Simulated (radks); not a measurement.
The numbers below are computed, except where a source is named.
Problem. The table gives one normalised radial function P(r) = r R(r) of He+ in 1s1 (r in bohr). Level of theory: non-relativistic Kohn-Sham, Wu-Cohen GGA, spin-polarised, spherical densities, point nucleus; open shells are filled with parallel spins first (a radial shooting solver on a logarithmic mesh with Libxc functionals).

r,P
0.04246,0.2213
0.04943,0.2540
0.05755,0.2909
0.067,0.3322
0.07799,0.3782
0.0908,0.4290
0.1057,0.4845
0.1231,0.5445
0.1433,0.6083
0.1668,0.6751
0.1942,0.7434
0.226,0.8112
0.2631,0.8758
0.3063,0.9341
0.3566,0.9823
0.4151,1.0162
0.4833,1.0314
0.5626,1.0242
0.655,0.9915
0.7625,0.9322
0.8877,0.8471
1.033,0.7399
1.203,0.6173
1.401,0.4888
1.63,0.3650
1.898,0.2551
2.21,0.1647
2.572,0.0967
2.995,0.0509

Which n and l does it have? It may be an empty orbital.

Solution. n = 1, l = 0: the number of nodes gives n - l - 1 = 0, the rise at small r (about r^(l+1)) gives l, and the extent must fit the shell. The curve is that of 1s up; the table hardly tells the two spins apart. 1s up: eigenvalue -41.817 eV, 0 radial nodes, <r> = 0.762 bohr, 90 % of the charge inside 1.36 bohr.
